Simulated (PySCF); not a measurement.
Computed IR spectrum (relative IR intensity) of a molecule C2H9FOSi2. The structure is a stationary point at r2SCAN-D4/def2-SVP. Other conformers were not sampled. These are r2SCAN-D4/def2-SVP run with PySCF 2.14.0 values and carry that method's errors. Frequencies are harmonic and unscaled.

Lines under 2 % of the strongest are left out, and lines within 2 cm⁻¹ are merged.

| ν (cm⁻¹) | relative intensity |
|---|---|
| 135 | 30 |
| 155 | 4.8 |
| 160 | 5.3 |
| 194 | 2.2 |
| 251 | 15 |
| 283 | 2.1 |
| 360 | 6.4 |
| 508 | 2.4 |
| 594 | 8.2 |
| 661 | 8.5 |
| 669 | 3.4 |
| 730 | 62 |
| 747 | 4.5 |
| 789 | 73 |
| 815 | 8.6 |
| 845 | 3.4 |
| 895 | 97 |
| 914 | 100 |
| 930 | 19 |
| 935 | 14 |
| 942 | 12 |
| 995 | 22 |
| 1058 | 37 |
| 1254 | 16 |
| 1274 | 4.2 |
| 1422 | 2.3 |
| 2183 | 54 |
| 2222 | 33 |
| 2230 | 44 |
| 2239 | 47 |
| 3023 | 2.7 |
| 3886 | 37 |

Q: Pick the molecule that these values belong to.
(A) C[SiH2]CO[SiH2]F
(B) CO[Si@@](C)(F)[SiH3]
(C) OC[Si@H](F)C[SiH3]
(D) C[Si@H](O)[C@H](F)[SiH3]

A: D, C[Si@H](O)[C@H](F)[SiH3]
